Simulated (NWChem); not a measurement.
Molecule: C$_{3}$H$_{2}$F$_{4}$; SMILES F[C@H]1[C@H](F)C1(F)F

```xyz
9

F      1.7749     0.2020    -1.0649
C      0.5381     0.5308    -0.6559
C     -0.5381    -0.5308    -0.6559
F     -1.7749    -0.2020    -1.0649
C      0.0000     0.0000     0.6306
F      0.7495    -0.8069     1.3754
F     -0.7495     0.8069     1.3754
H      0.2146     1.5444    -0.9234
H     -0.2146    -1.5444    -0.9234
```
Atoms are numbered in this order, from 1.

Level: PBE0/def2-SVP (NWChem), optimised geometry, unscaled harmonic frequencies. 

```
frequency (cm⁻¹)  IR intensity (km/mol)
----------------  ---------------------
160                                 1.2
189                                 2.8
268                                 0.8
284                                14.5
398                                 1.1
475                                 5.2
550                                18.9
714                                15.5
791                                35.0
998                                93.8
1002                                0.7
1028                               16.6
1068                                0.5
1205                               28.2
1225                               48.6
1328                              224.9
1333                              121.8
1377                               45.3
1595                               28.0
3182                                1.3
3185                                5.8
```

* **zero-point energy**: 31.9 kcal/mol
* **thermal correction to the enthalpy at 298.15 K (with zero-point energy)**: 36.3 kcal/mol
* **heat capacity Cv**: 20.8 cal/(mol K)
* **entropy at 298.15 K and 1 atm (symmetry number 2)**: 77.3 cal/(mol K)
* **dipole moment**: 0.81 D

Rigid rotor and harmonic oscillator.
